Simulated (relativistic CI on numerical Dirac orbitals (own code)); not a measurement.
**Yb⁶⁶⁺: sensitivity of the levels to the model**

Base calculation: Dirac-Coulomb-Breit CI, orbitals from a KLI potential per configuration, QED by a radiative potential, unscaled Slater integrals.

Configuration list (outside the closed core 1s2): 2s2, 2s 2p, 2p2, 2p 3s, 2p 3p, 2s 3s, 2s 3p, 2s 3d, 2s 4s, 2s 4p, 2s 4d, 2s 4f, 2s 5s, 3s2, 2s 5p, 2s 5d, 2s 5f, 2s 5g, 3s 3p, 3p2. Levels of other configurations are missing.

The lowest level and the first level of each name with at least 55 % of one term (blank where a level has no safe partner in the second run):

| Level | Base (eV) | Shift (eV) |
| --- | --- | --- |
| 2s2 1S_0 | 0.0 | 0.0 |
| 2s 2p 3P°_0 | 156.6 | -0.1 |
| 2s 2p 3P°_1 | 188.7 | -0.1 |
| 2p2 3P_0 | 444.4 | -0.3 |
| 2s 2p 3P°_2 | 1307.5 | -0.1 |
| 2s 2p 1P°_1 | 1392.9 | -0.1 |
| 2p2 3P_1 | 1554.5 | -0.3 |
| 2p2 1D_2 | 1572.5 | -0.3 |
| 2p2 3P_2 | 2717.2 | -0.3 |
| 2p2 1S_0 | 2781.7 | -0.3 |
| 2s 3s 3S_1 | 9665.7 | +0.9 |
| 2s 3s 1S_0 | 9697.2 | +0.9 |
| 2s 3p 3P°_0 | 9740.0 | +1.0 |
| 2s 3p 3P°_1 | 9740.5 | +1.0 |
| 2p 3s 3P°_0 | 9861.2 | +0.4 |
| 2p 3s 3P°_1 | 9862.7 | +0.4 |
| 2p 3p 3D_1 | 9906.1 | +0.6 |
| 2p 3p 3P_0 | 9956.5 | +0.6 |
| 2s 3p 3P°_2 | 10079.6 | +1.0 |
| 2s 3p 1P°_1 | 10087.4 | +1.0 |
| 2s 3d 3D_1 | 10112.0 | +1.1 |
| 2s 3d 3D_2 | 10117.0 | +1.1 |

At this charge energies of transitions that change n are usually good to better than 1 %, and those within a shell (Δn = 0) to a few per cent.

Task: One thing was changed in a second run, which moved the levels as shown. Which?
A. P86 correlation estimate
B. configuration mixing switched off
C. QED terms removed
D. one mean potential for all configurations
E. Breit term removed

Result: A. P86 correlation estimate. A correlation estimate moves all levels of a configuration together before mixing; mixed levels move by a weighted share.

LS names give the leading component of a level, which can be under half, so a name can repeat, a term be missing and a line seem to break the LS rules.
